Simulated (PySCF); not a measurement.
# Ga²⁺: interval between two levels

Ga²⁺ [Ar] 3d10 4s1 [2S1/2, M_J = 1/2] → Ga²⁺ [Ar] 3d9 4s1 4p1 [4F9/2, M_J = 9/2], as a difference of total energies. Calculation: PySCF 2.14, in x2c-TZVPall-2c (6s7p4d1f, 54 functions); the two-component X2C-1e Hamiltonian. Correlated levels: [Ne] frozen. "Screened" scales the spin-orbit matrix elements by Boettger's factors to mimic the two-electron term; Breit and QED terms are absent.

```
                    method  interval between two levels (cm⁻¹)
           GHF (spin-free)                              173980
          GMP2 (spin-free)                              189620
 GHF (screened spin-orbit)                              173180
GMP2 (screened spin-orbit)                              188850
```

The labels give the starting determinants; with spin-orbit coupling the two ends relaxed to ⟨J²⟩ = 0.75, ⟨L²⟩ = 0.00, ⟨S²⟩ = 0.75 and ⟨J²⟩ = 24.76, ⟨L²⟩ = 12.01, ⟨S²⟩ = 3.75.
